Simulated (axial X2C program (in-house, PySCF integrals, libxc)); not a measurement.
**Nuclear properties of CoF⁺**

Calculated with an in-house all-electron X2C program for linear molecules (integrals from PySCF): two-component X2C with atomic mean-field Coulomb and Gaunt terms, Gaussian nuclei, basis Co dyall-cv3z, F dyall-av3z with contracted cores.

R = 1.689 Å (near the PBE0 minimum at charge 1 of the determinant lowest at the starting distance; the state shown can have its own minimum elsewhere).

Determinant lowest in the PBE0 search, Ω = 9/2 (⟨Sz⟩ = 1.50, ⟨Lz⟩ = 3.00 at PBE0), spin on the atoms Co 1.39, F 0.11:

```json
{"level": "PBE0", "Eeff magnitude (GV/cm)": "0.686", "Ws magnitude Co (kHz)": "0.0471", "A∥/gI Co (MHz)": "460", "qzz Co (a.u.)": "0.06", "A∥/gI F (MHz)": "31.5", "qzz F (a.u.)": "1.29"}
{"level": "HF", "Eeff magnitude (GV/cm)": "0.625", "Ws magnitude Co (kHz)": "0.0421", "A∥/gI Co (MHz)": "401", "qzz Co (a.u.)": "-0.17", "A∥/gI F (MHz)": "15.5", "qzz F (a.u.)": "0.95"}
{"level": "BHandHLYP", "Eeff magnitude (GV/cm)": "0.645", "Ws magnitude Co (kHz)": "0.0436", "A∥/gI Co (MHz)": "445", "qzz Co (a.u.)": "0.06", "A∥/gI F (MHz)": "24", "qzz F (a.u.)": "1.24"}
{"level": "BP86", "Eeff magnitude (GV/cm)": "0.677", "Ws magnitude Co (kHz)": "0.047", "A∥/gI Co (MHz)": "486", "qzz Co (a.u.)": "0.07", "A∥/gI F (MHz)": "40.4", "qzz F (a.u.)": "1.28"}
{"level": "TPSSh", "Eeff magnitude (GV/cm)": "0.682", "Ws magnitude Co (kHz)": "0.0469", "A∥/gI Co (MHz)": "461", "qzz Co (a.u.)": "0.00", "A∥/gI F (MHz)": "36.7", "qzz F (a.u.)": "1.19"}
```

Eeff is the effective electric field on the electron electric dipole moment in this Ω state and Ws the scalar–pseudoscalar constant of the nucleus named (defined with the proton number Z and per Ω); A∥ (defined per Ω) follows by multiplying with gI = μI/(I μN); qzz is the electric field gradient, eQq0 = 234.96 MHz × Q/barn × qzz. The operators were transformed with the bare-nucleus X2C matrices; with these basis sets, hyperfine constants and field gradients can be off by tens of per cent, and where levels differ in sign neither size nor sign is settled.

(1) With gI(59Co) = 1.3220 (g factors from the IAEA table of nuclear moments by Stone), turn the PBE0 values of the first state into constants in MHz.

Each state is one determinant with collinear spin, which with several unpaired electrons need not be a pure state. Unrestricted Hartree–Fock can overshoot spin polarisation at the nuclei. With several open shells hyperfine constants can be off by a factor of several. States lie within half an eV, so the first need not be the ground state. Further determinants of the search, some of them spin-mixed, are not shown. Where a field gradient or hyperfine factor spreads by more than a factor of two over the levels, a constant derived from it is not to be relied on.

## Answers

(1) A∥(59Co) = 460 × 1.3220 = 608 MHz.
